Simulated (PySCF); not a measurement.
Al(Me)2(PH2) (C₂H₈AlP), SMILES [CH3][Al]([CH3])[PH2].

Coordinates come from a PBE0-D3(BJ)/def2-SVP optimisation. The structure was generated by enumeration; whether it is a known compound was not checked. Other conformers were not sampled.

Calculation: TDDFT-PBE/def2-SVPD (PySCF).

Vertical excitations. 

```json
[
 {"state": "S1", "energy (eV)": "4.48", "λ (nm)": "277", "f": "0.019", "main pairs": "HOMO→LUMO 95 %"},
 {"state": "S2", "energy (eV)": "5.03", "λ (nm)": "246", "f": "0.081", "main pairs": "HOMO→LUMO+1 96 %"},
 {"state": "S3", "energy (eV)": "5.12", "λ (nm)": "242", "f": "0.000", "main pairs": "HOMO−1→LUMO 100 %"},
 {"state": "S4", "energy (eV)": "5.64", "λ (nm)": "220", "f": "0.001", "main pairs": "HOMO→LUMO+2 96 %"},
 {"state": "S5", "energy (eV)": "5.88", "λ (nm)": "211", "f": "0.018", "main pairs": "HOMO−2→LUMO 90 %"},
 {"state": "S6", "energy (eV)": "5.89", "λ (nm)": "210", "f": "0.058", "main pairs": "HOMO−1→LUMO+1 95 %"},
 {"state": "S7", "energy (eV)": "6.35", "λ (nm)": "195", "f": "0.010", "main pairs": "HOMO→LUMO+3 62 %, HOMO→LUMO+4 34 %"},
 {"state": "S8", "energy (eV)": "6.41", "λ (nm)": "193", "f": "0.006", "main pairs": "HOMO−1→LUMO+2 76 %, HOMO−2→LUMO+1 20 %"},
 {"state": "S9", "energy (eV)": "6.50", "λ (nm)": "191", "f": "0.026", "main pairs": "HOMO→LUMO+5 96 %"},
 {"state": "S10", "energy (eV)": "6.50", "λ (nm)": "191", "f": "0.041", "main pairs": "HOMO−2→LUMO+1 72 %, HOMO−1→LUMO+2 14 %"},
 {"state": "T1", "energy (eV)": "3.88", "λ (nm)": "319", "f": "0", "main pairs": "HOMO→LUMO 98 %"},
 {"state": "T2", "energy (eV)": "4.79", "λ (nm)": "259", "f": "0", "main pairs": "HOMO→LUMO+1 98 %"},
 {"state": "T3", "energy (eV)": "4.85", "λ (nm)": "256", "f": "0", "main pairs": "HOMO−1→LUMO 100 %"},
 {"state": "T4", "energy (eV)": "5.21", "λ (nm)": "238", "f": "0", "main pairs": "HOMO→LUMO+2 97 %"}
]
```
Triplets are in the Tamm–Dancoff approximation, which puts them higher than full response would, so one can lie above its singlet here.
